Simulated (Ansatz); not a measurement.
Reactions of CH3Cl2OV, SMILES `[CH3][V](=[O])([Cl])[Cl]`.

Isolated molecules relaxed with PBE0-D4/def2-TZVP in Ansatz; ΔE leaves out vibrations. CBS: MP2 limit from def2 TZ/QZ plus the TZ coupled-cluster correction, frozen cores. Functionals use def2-TZVPP. Elements past krypton have def2 core potentials. For Br, Sn, V outer-core shells are correlated without core-valence functions, which leaves a few kJ/mol of doubt a bond. Scalar relativity is left out up to krypton. Each species was taken in one conformer, which may not be the lowest.

| reaction | CCSD(T)/CBS(def2) (kcal/mol) |
| --- | --- |
| `[CH3][V](=[O])([Cl])[Cl]` + `O[Si](Cl)(Cl)Cl` → `[O]=[V]([OH])([Cl])[Cl]` + `C[Si](Cl)(Cl)Cl` | -5.3 |
| `[CH3][V](=[O])([Cl])[Cl]` + `NC1=C(O)C1` → `[NH2][V](=[O])([Cl])[Cl]` + `CC1=C(O)C1` | -29.9 |
| `[CH3][V](=[O])([Cl])[Cl]` + `[F][SnH]([Cl])[Br]` → `[O]=[V]([Cl])([Cl])[Cl]` + `[CH3][SnH]([F])[Br]` | -8.8 |
| `[CH3][V](=[O])([Cl])[Cl]` + `[OH][Sn][F]` → `[CH3][V](=[O])([F])[Cl]` + `[OH][Sn][Cl]` | ? |

Fill in the missing values. (Best estimate.)

Ansatz gave: `[CH3][V](=[O])([Cl])[Cl]` + `[OH][Sn][F]` → `[CH3][V](=[O])([F])[Cl]` + `[OH][Sn][Cl]`: -6.2 kcal/mol.

Largest T1 diagnostic: 0.032, for `[NH2][V](=[O])([Cl])[Cl]`, so its coupled-cluster energy is less sure.
